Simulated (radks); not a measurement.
Spherical jellium clusters: N electrons in a uniform positive sphere of charge N and radius rs N^(1/3), rs = 2.11 bohr. Method: non-relativistic Kohn-Sham, PBEsol, spin-polarised, spherical densities; computed with a radial shooting solver with Libxc functionals. Levels are named by radial order and angular momentum (1s, 1p, 1d, 2s, ...), and open shells are averaged over m.

N = 2, configuration 1s2. This is the lowest configuration that the search found. Occupied levels:

level,occupation,eigenvalue (eV),<r> (bohr)
1s,2,-5.0930,2.637

Energy (eV): total -1.46077, kinetic 7.5052, external -42.359, Hartree 18.806, exchange-correlation -9.9796, background 24.566.
